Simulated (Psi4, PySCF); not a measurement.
Here is a job for Psi4.
```
memory 2 GB

molecule {
1 2
  C    -2.42894918   -0.34951557    0.10512035
  Sn   -0.11256443   -0.01619755    0.00487158
  Cl    0.69693254   -1.41027332   -1.66927410
  Cl    0.22416278    2.22841157   -0.49496942
  Cl    0.74012552   -0.57909556    2.09234901
  H    -2.52298231   -1.39404234    0.38209361
  H    -2.75334588    0.35236142    0.86586213
  H    -2.76250924   -0.11507398   -0.90004999
}

set basis sto-3g
set reference uhf
set scf_type pk
set puream true
set d_convergence 1e-8

energy('scf')
print_variables()
```

### Question
Give the equivalent PySCF input.

### Answer
One answer among several that fit: 
```python
from pyscf import gto, scf

mol = gto.Mole()
mol.atom = '''
    C    -2.428949   -0.349516    0.105120
    Sn   -0.112564   -0.016198    0.004872
    Cl    0.696933   -1.410273   -1.669274
    Cl    0.224163    2.228412   -0.494969
    Cl    0.740126   -0.579096    2.092349
    H    -2.522982   -1.394042    0.382094
    H    -2.753346    0.352361    0.865862
    H    -2.762509   -0.115074   -0.900050
'''
mol.basis = 'sto-3g'
mol.charge = 1
mol.spin = 1
mol.verbose = 4
mol.build()

mf = scf.UHF(mol)
mf.kernel()
```

Both were run: Psi4 gave -7366.104153 Eh and PySCF -7366.104153 Eh, 0.000 mEh apart.
